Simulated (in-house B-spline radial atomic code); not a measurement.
A run on Tc⁴⁺ (an excited or competing configuration) that did not converge. Method: scalar-relativistic (X2C) wB97X, spin-polarised, spherical fractional occupations, exact exchange averaged over the configuration, Fermi nucleus of rms radius 4.41117 fm; computed with an all-electron radial atomic-structure program (B-spline basis).

Command:
```bash
python run_scf.py task.json out
```
Settings (nuclear radius in fm, mass in u):
```
Z                43
configuration    [Kr] 4d2 5s1
hamiltonian      x2c
method           wb97x
spin_polarised   True
nucleus          fermi
rms_radius       4.41117
atomic_mass      96.90636
speed_of_light   137.035999084
exact_exchange   averaged over the configuration
```

First and last ten iterations of the last attempt (damped for 15 steps, keeping 80 % of the old Fock matrix, then DIIS):
```
 iter        energy (Eh)    residual
    1       -4274.672406    5.46e-01
    2       -4280.003641    2.55e-01
    3       -4280.754564    1.85e-01
    4       -4281.126226    1.35e-01
    5       -4281.309233    9.80e-02
    6       -4281.399173    7.16e-02
    7       -4281.443427    5.26e-02
    8       -4281.465293    3.88e-02
    9       -4281.476169    2.87e-02
   10       -4281.481630    2.14e-02
  111       -4281.487457    5.41e-07
  112       -4281.487457    8.24e-07
  113       -4281.487457    6.56e-07
  114       -4281.487457    5.82e-07
  115       -4281.487457    5.66e-07
  116       -4281.487457    6.07e-07
  117       -4281.487457    6.19e-07
  118       -4281.487457    6.72e-07
  119       -4281.487457    1.17e-06
  120       -4281.487457    1.39e-06
 not converged after 120 iterations
```

The smallest residual met was 5.0e-07; the threshold is about 4e-07. Over the last five steps the energy moves by less than 1e-08 hartree, but the orbitals didn't meet the threshold. Cost of the run: 29 s on 1 thread of Arm Neoverse N1 (shared host).
